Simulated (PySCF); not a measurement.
# Worked example: chemical shift, span and skew from a shielding tensor

5-fluorocyclopenta-1,3-diene (C5H5F), SMILES FC1C=CC=C1. Atoms are numbered in the order given.

```xyz
11

F     -1.9288    -0.3516     0.0000
C     -0.7456     0.3585     0.0000
C      0.1509     0.0991    -1.1892
C      1.4025    -0.1155    -0.7408
C      1.4025    -0.1155     0.7408
C      0.1509     0.0991     1.1892
H     -1.0078     1.4392     0.0000
H     -0.1926     0.1529    -2.2221
H      2.2921    -0.2674    -1.3545
H      2.2921    -0.2674     1.3545
H     -0.1926     0.1529     2.2221
```

Geometry optimised at B3LYP-D3(BJ)/def2-SVP. The values are those of a single conformer.

GIAO shieldings from PBE/pcSseg-1 run with PySCF, non-relativistic, no solvent. The symmetric part of the tensor of C3 has the principal values -64.7, 30.4, 147.5 ppm. The same nucleus in TMS has σ = 182.0 ppm at this level (PySCF, at its B3LYP-D3(BJ)/def2-TZVP geometry).

Task: Work out the isotropic shielding, the ¹³C shift against TMS, the span and the skew.

Result: 
σ(iso) = (σ11 + σ22 + σ33)/3 = 37.7 ppm. δ = σ(ref) − σ(iso) = 182.0 − (37.7) = 144.3 ppm.
Span Ω = σ33 − σ11 = 212.2 ppm. Skew κ = 3(σ(iso) − σ22)/Ω = 0.10. Tumbling in solution averages the tensor to δ; in a static solid the shielding alone would spread this spin-1/2 line over Ω.
